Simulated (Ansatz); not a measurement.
Species: SF, charge 0, doublet. SF (SMILES F[S], doublet).
B3LYP-D3(BJ)/def2-TZVP minimum from Ansatz (an electronic-structure program):
```xyz
2

S      0.0000     0.0000    -0.5793
F      0.0000     0.0000     1.0299
```
Charge 0, spin multiplicity 2.

Total energies in cc-pV(Q+d)Z, 13 correlated electrons, 6 frozen orbitals. Open shells are spin-unrestricted; no spin-orbit coupling. Cores are frozen in correlated methods. No relativity.

```csv
method,program,energy (Eh),minus CCSDT(Q) (mEh)
HF,Ansatz,-496.98246,467.67
MP2,Ansatz,-497.41480,35.33
CCSD,Ansatz,-497.43081,19.32
CCSD(T),Ansatz,-497.44845,1.68
CCSDT(Q),Ansatz,-497.45013,0.00
```

Rough core times of Ansatz's runs on a shared machine: CCSD(T) 30 s, CCSDT(Q) 60 min.
